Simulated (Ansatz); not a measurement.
Cost and result for the atomization energy of BClH6N2Si (11 atoms, 11 bonds).

```xyz
11

B    -0.576   -1.193    1.259
Si    0.028   -0.074   -0.201
N     1.634    0.168   -0.656
N    -0.964    0.793   -1.253
Cl   -0.315    0.663    2.061
H     0.220   -1.929    1.763
H    -1.741   -1.457    1.313
H     1.958    0.938   -1.216
H     2.375   -0.262   -0.128
H    -0.658    1.568   -1.817
H    -1.962    0.782   -1.125
```

The species carries charge 0 and has multiplicity 1. The bonds changed during the relaxation, so this is another structure than the one it started from. All single points use the PBE0-D4/def2-TZVP geometry. It is one conformer, not always the lowest. Program: Ansatz. All runs use 4 threads of an Intel Xeon Platinum 8259CL on a shared host. Times are those of one run each, without the atoms' runs, and a repeat can differ threefold. Electronic energies, without spin–orbit coupling; frozen cores. CCSD(T)/CBS adds CCSD(T) − MP2 in def2-TZVPP to the MP2 limit, and its time is that of the two runs behind it. T1 = 0.011. B3LYP takes the VWN-RPA correlation (the form of Gaussian; ORCA's B3LYP/G). HSE06 is the plane-wave form, built on full-range PBE exchange.

CCSD(T)/CBS is a level of theory with its own doubt, some kJ/mol a heavy atom from the limit and from the frozen cores, so smaller differences don't rank the functionals.

```json
{"level": "LDA (SPW92)/def2-TZVPP", "functions": "261", "wall time": "1.4 s", "atomization (kJ/mol)": "4324.1", "difference from CCSD(T)/CBS": "560.8", "per bond": "51.0"}
{"level": "BLYP-D4/def2-TZVPP", "functions": "261", "wall time": "2.1 s", "atomization (kJ/mol)": "3783.1", "difference from CCSD(T)/CBS": "19.8", "per bond": "1.8"}
{"level": "PBE0-D4/def2-TZVPP", "functions": "261", "wall time": "3.2 s", "atomization (kJ/mol)": "3778.7", "difference from CCSD(T)/CBS": "15.4", "per bond": "1.4"}
{"level": "HSE06-D4/def2-TZVPP", "functions": "261", "wall time": "3.6 s", "atomization (kJ/mol)": "3781.4", "difference from CCSD(T)/CBS": "18.1", "per bond": "1.6"}
{"level": "CCSD(T)/def2-SVP", "functions": "108", "wall time": "3.9 s", "atomization (kJ/mol)": "3455.4", "difference from CCSD(T)/CBS": "-307.9", "per bond": "-28.0"}
{"level": "r2SCAN-D4/def2-TZVPP (with forces)", "functions": "261", "wall time": "4.4 s", "atomization (kJ/mol)": "3777.8", "difference from CCSD(T)/CBS": "14.5", "per bond": "1.3"}
{"level": "B3LYP-D4/def2-TZVPP (with forces)", "functions": "261", "wall time": "4.9 s", "atomization (kJ/mol)": "3786.2", "difference from CCSD(T)/CBS": "22.9", "per bond": "2.1"}
{"level": "B2PLYP/def2-TZVPP", "functions": "261", "wall time": "5.5 s", "atomization (kJ/mol)": "3727.9", "difference from CCSD(T)/CBS": "-35.4", "per bond": "-3.2"}
{"level": "PBE-QIDH/def2-TZVPP", "functions": "261", "wall time": "5.5 s", "atomization (kJ/mol)": "3734.2", "difference from CCSD(T)/CBS": "-29.1", "per bond": "-2.6"}
{"level": "ωB97X-V/def2-TZVPP", "functions": "261", "wall time": "7.5 s", "atomization (kJ/mol)": "3795.6", "difference from CCSD(T)/CBS": "32.3", "per bond": "2.9"}
{"level": "MP2/def2-QZVPP", "functions": "491", "wall time": "21 s", "atomization (kJ/mol)": "3775.1", "difference from CCSD(T)/CBS": "11.8", "per bond": "1.1"}
{"level": "CCSD(T)/def2-TZVPP", "functions": "261", "wall time": "94 s", "atomization (kJ/mol)": "3639.8", "difference from CCSD(T)/CBS": "-123.5", "per bond": "-11.2"}
{"level": "CCSD(T)/CBS(def2)", "functions": "–", "wall time": "110 s", "atomization (kJ/mol)": "3763.3", "difference from CCSD(T)/CBS": "0.0", "per bond": "0.0"}
```

From BLYP to BHLYP (50 % exact exchange), in def2-TZVPP and without D4, the atomization energy moves by −84.2 kJ/mol: exact exchange takes away binding that semilocal exchange gives to molecules. The D4 term adds +43.1 kJ/mol with B3LYP and +22.6 kJ/mol with PBE0; it sums over pairs of atoms, weighted by their polarisabilities, and B3LYP, whose exchange is more repulsive, gets the larger term. At CCSD(T), def2-SVP lies −307.9 kJ/mol from the extrapolated value and def2-TZVPP −123.5 kJ/mol: correlation converges slowly with the basis, and small sets miss more of it in the bonded molecule than in its fragments.
